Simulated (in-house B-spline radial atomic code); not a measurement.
## Binding energies in Yb

NIST's tabulated ground configuration is [Xe] 4f14 6s2; each binding energy is the energy of the ion with one electron taken from that subshell, relaxed, less that of the parent. Computed with a B-spline radial code for spherical atoms: Dirac-Hartree-Fock, average of configuration, Fermi nucleus of rms radius 5.3108 fm. Energies include first-order Breit, QED and recoil terms.

```csv
subshell,X-ray name,binding energy (eV),-ε (eV),relaxation (eV)
1s,K,61327.9,61705.4,87.3
2p1/2,L2,9978.1,10069.7,57.4
2p3/2,L3,8942.9,9020.2,54.8
3s,M1,2402.7,2441.1,31.5
3p1/2,M2,2176.9,2215.6,32.4
3p3/2,M3,1954.1,1989.0,31.0
3d3/2,M4,1574.8,1610.7,33.4
3d5/2,M5,1527.2,1561.7,32.9
4s,N1,492.4,508.1,14.2
4p1/2,N2,400.5,415.7,13.9
4p3/2,N3,350.4,363.9,12.8
4d3/2,N4,199.3,211.6,12.0
4d5/2,N5,190.2,202.0,11.6
5s,O1,63.23,66.38,2.96
5p1/2,O2,35.86,38.62,2.64
5p3/2,O3,29.85,32.19,2.30
4f5/2,N6,5.93,14.67,8.85
6s,P1,5.14,5.35,0.20
4f7/2,N7,4.68,13.07,8.55
```

Relaxation = -ε minus the binding energy without Breit, QED and recoil terms.

Emission lines follow as differences of binding energies, with λ = 12398.42 eV·Å / E:

| line | holes | energy (eV) | wavelength (Å) |
| --- | --- | --- | --- |
| K-L3 | 1s → 2p3/2 | 52385.0 | 0.23668 |
| K-L2 | 1s → 2p1/2 | 51349.8 | 0.24145 |
| K-M3 | 1s → 3p3/2 | 59373.8 | 0.20882 |
| L3-M5 | 2p3/2 → 3d5/2 | 7415.7 | 1.6719 |
| L2-M4 | 2p1/2 → 3d3/2 | 8403.3 | 1.4754 |
| L3-M1 | 2p3/2 → 3s | 6540.2 | 1.8957 |
| L2-N4 | 2p1/2 → 4d3/2 | 9778.8 | 1.2679 |
| M5-N7 | 3d5/2 → 4f7/2 | 1522.5 | 8.1434 |
| M4-N6 | 3d3/2 → 4f5/2 | 1568.9 | 7.9028 |

Problem. What screening constant σ does Moseley's law, E = (3/4)·13.6057 eV·(Z - σ)², need for K-L3?

Solution. σ = -1.65.

Moseley's non-relativistic formula needs a falling, then negative, screening constant for heavy elements, because relativity binds the 1s electron more strongly than the formula allows.

Problem. What does it cost to remove both a 2p3/2 and a 3d5/2 electron?

Solution. 10549 eV, which is 78.58 eV more than the two single binding energies together.

Problem. What does it cost to remove both a 1s and a 3d5/2 electron?

Solution. 62937 eV, which is 81.86 eV more than the two single binding energies together.
